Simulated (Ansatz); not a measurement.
Question: Name a neutral molecule of C, F and H with LUMO energy (B3LYP/def2-TZVPP) between 0.65 and 0.95 eV and HOMO–LUMO gap (B3LYP/def2-TZVPP) between 10.15 and 10.45 eV (Ansatz, PBE0-D4/def2-TZVP geometry).

Answer: `FCC(F)C(F)F` (0.92 eV, 10.35 eV); `CC(F)(F)CF` (0.87 eV, 10.17 eV); `FCC(CF)C(F)F` (0.92 eV, 10.29 eV); `CC(F)(F)C(F)CF` (0.81 eV, 10.16 eV). Other molecules can fit too; these were computed, each in one conformer that needn't be the lowest.

B3LYP here is the variant with VWN-RPA as its local correlation; programs differ in this.
